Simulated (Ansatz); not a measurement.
Several settings on one geometry of VO₂⁺ (the lowest singlet isomer of a short search) (that of the charge 1 singlet, PBE-D4/def2-TZVP). Ansatz on 4 threads of Arm Neoverse V1 on a shared host; times are rough.

| atom | x (Å) | y (Å) | z (Å) |
| --- | --- | --- | --- |
| V1 | -0.293 | -0.794 | 0.622 |
| O2 | -0.390 | 0.244 | -0.760 |
| O3 | 0.683 | 0.550 | 0.137 |

Totals from different functionals, basis sets or treatments of relativity can't be compared as stabilities.

At PBE-D4/def2-TZVP a triplet lies 1.26 eV below the restricted singlet of charge 1, at its own geometry.

The spins typed aren't always the lowest for that charge.

Question: Give the basis size and estimate the energy, ⟨S²⟩ and time of these runs.

| run | method | charge | state | further keys |
| --- | --- | --- | --- | --- |
| 1 | RKS BLYP/pcseg-2 | 1 | singlet | scf: {omitted_lower_state_checks: [starts]} |
| 2 | ROKS r2SCAN50-D4/aug-cc-pVDZ | 2 | doublet | scf: {omitted_lower_state_checks: [starts]}; forces asked |
| 3 | RKS ωB97X/cc-pVDZ | 1 | singlet | point_charges: [{charge: 1.00, position_ang: [5.605, 0.263, 0.315]}]; scf: {omitted_lower_state_checks: [starts]} |

Answer: 
```tsv
run	functions	energy (Eh)	⟨S²⟩	wall time
1	116	-1094.1632	–	1 s
2	105	-1093.2109	–	11 s
3	71	-1093.9082	–	3 s
```

The restricted singlet is unstable towards broken spin symmetry at other levels; at RKS BLYP/pcseg-2, RKS ωB97X/cc-pVDZ this wasn't settled.
